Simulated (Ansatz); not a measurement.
Ansatz (a quantum-chemistry and plane-wave program) input (B3LYP-D3(BJ)/def2-TZVP):

Ansatz 0.2 input:
```yaml
crystal:
  periodic: [false, false, false]
  atoms:
    - {symbol: B, position_ang: [1.54165781, 0.19102356, -0.74416984]}
    - {symbol: F, position_ang: [1.99442041, 0.69255898, 0.42581924]}
    - {symbol: O, position_ang: [0.29959289, -0.20803250, -0.87878933]}
    - {symbol: C, position_ang: [-0.72900759, -0.18512289, 0.11704433]}
    - {symbol: H, position_ang: [-0.35375814, 0.22757376, 1.05393356]}
    - {symbol: H, position_ang: [-1.54751539, 0.42637850, -0.26233434]}
    - {symbol: H, position_ang: [-1.07156357, -1.20852959, 0.26757223]}
basis:
  gaussian:
    orbitals: def2-TZVP
hamiltonian:
  xc: b3lyp
  dispersion: d3bj
magnetization: {spin_polarized: true, initial_magnetization: 1}
relax: {f_tol: 0.002, max_steps: 150}
```

Output:

```
Functional definition: B3LYP
integrals: 0.04 GiB planned
788 factors; their error is unknown
mean field: 0.61 GiB planned
mean field evaluation 1: about -6523.2265 eV, gradient 4.2e1 eV
mean field evaluation 2: about -6512.1377 eV, gradient 6.9e1 eV
mean field evaluation 4: about -6529.4559 eV, gradient 4.3e0 eV
mean field evaluation 8: about -6529.5205 eV, gradient 2.4e-1 eV
mean field evaluation 16: about -6529.5207 eV, gradient 2.4e-5 eV
mean field -6529.52071133 eV, -239.9554602732 hartree, gradient 2.4e-5 eV, S^2 0.751957; 0 other end points of the search recorded, 0 dependent functions left out
the calculation of the forces begins
reference -6529.52093964 eV, -239.9554686634 hartree; 16, 15 occupied and 126, 127 virtual orbitals, 788 factors
relax step   1: F+E_penalty+E_count = -6529.68002337 eV  Δ(F+E_penalty+E_count) = +0.000e0 eV  max|allowed force component| = 1.047e0 eV/Å  Δτ_max = 0.0000 Å  (30 SCF iters, accepted)
these checks for a lower state are left out or cut short: starts, cluster_reference, orbital_swaps, neighbouring_geometries, increment
integrals: 0.04 GiB planned
788 factors; their error is unknown
mean field: 0.61 GiB planned
mean field -6529.53977924 eV, -239.9561610060 hartree, gradient 1.5e-5 eV, S^2 0.751936; 0 other end points of the search recorded, 0 dependent functions left out
the calculation of the forces begins
reference -6529.54000811 eV, -239.9561694170 hartree; 16, 15 occupied and 126, 127 virtual orbitals, 788 factors
relax step   2: F+E_penalty+E_count = -6529.69881221 eV  Δ(F+E_penalty+E_count) = -1.879e-2 eV  max|allowed force component| = 6.354e-1 eV/Å  Δτ_max = 0.0185 Å  (33 SCF iters, accepted)
these checks for a lower state are left out or cut short: starts, cluster_reference, orbital_swaps, neighbouring_geometries, increment
integrals: 0.04 GiB planned
788 factors; their error is unknown
mean field: 0.61 GiB planned
mean field -6529.54834508 eV, -239.9564757948 hartree, gradient 1.6e-5 eV, S^2 0.751893; 0 other end points of the search recorded, 0 dependent functions left out
the calculation of the forces begins
reference -6529.54857448 eV, -239.9564842252 hartree; 16, 15 occupied and 126, 127 virtual orbitals, 788 factors
relax step   3: F+E_penalty+E_count = -6529.70762020 eV  Δ(F+E_penalty+E_count) = -8.808e-3 eV  max|allowed force component| = 1.725e-1 eV/Å  Δτ_max = 0.0183 Å  (33 SCF iters, accepted)
these checks for a lower state are left out or cut short: starts, cluster_reference, orbital_swaps, neighbouring_geometries, increment
integrals: 0.04 GiB planned
788 factors; their error is unknown
mean field: 0.61 GiB planned
mean field evaluation 32: about -6529.5404 eV, gradient 4.3e-1 eV
mean field -6529.54894428 eV, -239.9564978150 hartree, gradient 1.4e-5 eV, S^2 0.751906; 0 other end points of the search recorded, 0 dependent functions left out
the calculation of the forces begins
reference -6529.54917355 eV, -239.9565062406 hartree; 16, 15 occupied and 126, 127 virtual orbitals, 788 factors
relax step   4: F+E_penalty+E_count = -6529.70819008 eV  Δ(F+E_penalty+E_count) = -5.699e-4 eV  max|allowed force component| = 4.034e-2 eV/Å  Δτ_max = 0.0048 Å  (35 SCF iters, accepted)
these checks for a lower state are left out or cut short: starts, cluster_reference, orbital_swaps, neighbouring_geometries, increment
integrals: 0.04 GiB planned
788 factors; their error is unknown
mean field: 0.61 GiB planned
mean field -6529.54887357 eV, -239.9564952166 hartree, gradient 1.4e-5 eV, S^2 0.751906; 0 other end points of the search recorded, 0 dependent functions left out
the calculation of the forces begins
reference -6529.54910270 eV, -239.9565036367 hartree; 16, 15 occupied and 126, 127 virtual orbitals, 788 factors
relax step   5: F+E_penalty+E_count = -6529.70824682 eV  Δ(F+E_penalty+E_count) = -5.674e-5 eV  max|allowed force component| = 2.259e-2 eV/Å  Δτ_max = 0.0060 Å  (35 SCF iters, accepted)
these checks for a lower state are left out or cut short: starts, cluster_reference, orbital_swaps, neighbouring_geometries, increment
integrals: 0.04 GiB planned
788 factors; their error is unknown
mean field: 0.61 GiB planned
mean field -6529.54891600 eV, -239.9564967757 hartree, gradient 2.2e-5 eV, S^2 0.751905; 0 other end points of the search recorded, 0 dependent functions left out
the calculation of the forces begins
reference -6529.54914518 eV, -239.9565051979 hartree; 16, 15 occupied and 126, 127 virtual orbitals, 788 factors
relax step   6: F+E_penalty+E_count = -6529.70826606 eV  Δ(F+E_penalty+E_count) = -1.924e-5 eV  max|allowed force component| = 1.346e-3 eV/Å  Δτ_max = 0.0016 Å  (25 SCF iters, accepted)
integrals: 0.04 GiB planned
788 factors; their error is unknown
mean field: 0.61 GiB planned
mean field evaluation 64: about -6529.5489 eV, gradient 2.7e-3 eV
mean field -6529.54891600 eV, -239.9564967757 hartree, gradient 2.2e-5 eV, S^2 0.751905; 1 other end points of the search recorded, 0 dependent functions left out
the calculation of the forces begins
reference -6529.54914518 eV, -239.9565051979 hartree; 16, 15 occupied and 126, 127 virtual orbitals, 788 factors
Total energy: -6529.70849524 eV, -239.9623612047 hartree
Atom 0 at     1.538404     0.198181    -0.716533 Å, force     0.000324     0.000186    -0.000097 eV/Å
Atom 1 at     2.002296     0.696639     0.425833 Å, force     0.000066     0.000064     0.000065 eV/Å
Atom 2 at     0.291936    -0.219598    -0.905733 Å, force    -0.001063    -0.000277     0.000836 eV/Å
Atom 3 at    -0.728810    -0.186502     0.112994 Å, force    -0.000309    -0.000438    -0.001346 eV/Å
Atom 4 at    -0.342879     0.226491     1.044171 Å, force    -0.000052    -0.000020     0.000200 eV/Å
Atom 5 at    -1.550108     0.425924    -0.254556 Å, force     0.000736    -0.000434     0.000435 eV/Å
Atom 6 at    -1.077013    -1.205286     0.272900 Å, force     0.000299     0.000918    -0.000093 eV/Å
Dipole moment:    -0.400459    -0.049809     0.203348 e Å
```

It need not be the lowest isomer of its formula.
